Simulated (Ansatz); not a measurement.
Consider the substitution at a C–Ge bond: `[SiH3]/N=[CH]\[GeH3]` + `[OH][AlH2]` → `[AlH2][O]/C=N\[SiH3]` + GeH₄.

Gas-phase electronic energies from Ansatz, PBE0-D4/def2-TZVP geometries. CCSD(T)/CBS is the MP2 limit (def2-TZVPP, def2-QZVPP) plus CCSD(T) − MP2 in def2-TZVPP, frozen cores. This one scheme is used for every species. Double bonds are as drawn, so ΔE can hold a change between cis and trans. Functionals use def2-TZVPP. B3LYP here is the variant with VWN-RPA as its local correlation; programs differ in this. For Ge outer-core shells are correlated without core-valence functions, which leaves a few kJ/mol of doubt a bond. Scalar relativity is left out up to krypton. Each species was taken in one conformer, which may not be the lowest.

`[SiH3]/N=[CH]\[GeH3]`:

Z-matrix (Å, degrees):
```
Si
N 1 1.738
H 1 1.483 2 107.3
H 1 1.483 2 107.3 3 118.2
H 1 1.494 2 113.9 3 -120.9
C 2 1.259 1 129.6 3 121.1
Ge 6 1.997 2 128.4 1 0.0
H 6 1.102 2 117.4 1 180.0
H 7 1.536 6 110.4 2 -60.8
H 7 1.536 6 110.4 2 60.2
H 7 1.538 6 107.6 2 179.7
```

`[OH][AlH2]`:

```xyz
5

O     0.195    0.006   -1.201
Al    0.033   -0.183    0.476
H    -0.177    0.740   -1.686
H    -0.769    0.897    1.314
H     0.718   -1.460    1.097
```

`[AlH2][O]/C=N\[SiH3]`:

```xyz
11

Al    2.126   -1.080    0.966
O     0.726   -0.319    0.328
C     0.362    0.965    0.171
N    -0.722    1.353   -0.322
Si   -1.962    0.275   -0.896
H     2.103   -2.650    0.941
H     3.281   -0.149    1.506
H     1.113    1.685    0.519
H    -2.474   -0.601    0.195
H    -3.083    1.104   -1.400
H    -1.469   -0.583   -2.008
```

GeH₄:

```xyz
5

Ge    0.000    0.000    0.000
H     1.453    0.136    0.473
H    -0.930   -0.062    1.218
H    -0.151   -1.285   -0.824
H    -0.372    1.210   -0.867
```

| level | ΔE (kJ/mol) | difference from CCSD(T)/CBS |
| --- | --- | --- |
| PBE-D4 | -23.9 | -9.7 |
| PBE0-D4 | -26.9 | -12.7 |
| ωB97M-V | -25.0 | -10.8 |
| B2PLYP | -24.7 | -10.5 |
| PBE | -25.1 | -10.9 |
| PBE0 | -28.0 | -13.8 |
| B3LYP | -27.7 | -13.5 |
| HF/def2-TZVPP | -39.7 | -25.5 |
| MP2/def2-TZVPP | -17.3 | -3.1 |
| SCS-MP2/def2-TZVPP | -19.1 | -4.9 |
| CCSD/def2-TZVPP | -20.0 | -5.8 |
| HF/def2-QZVPP | -40.2 | -26.0 |
| MP2/def2-QZVPP | -14.8 | -0.6 |
| HF/CBS(def2) | -40.3 | -26.1 |
| MP2/CBS(def2) | -12.6 | 1.6 |
| CCSD/CBS(def2) | -15.3 | -1.1 |
| CCSD(T)/CBS | -14.2 | 0 |

Largest T1 diagnostic among the species: 0.015.

In def2-TZVPP, CCSD(T) changes the Hartree–Fock value by +20.8 kJ/mol (the triples alone add +1.1 kJ/mol) and MP2 by +22.4 kJ/mol.
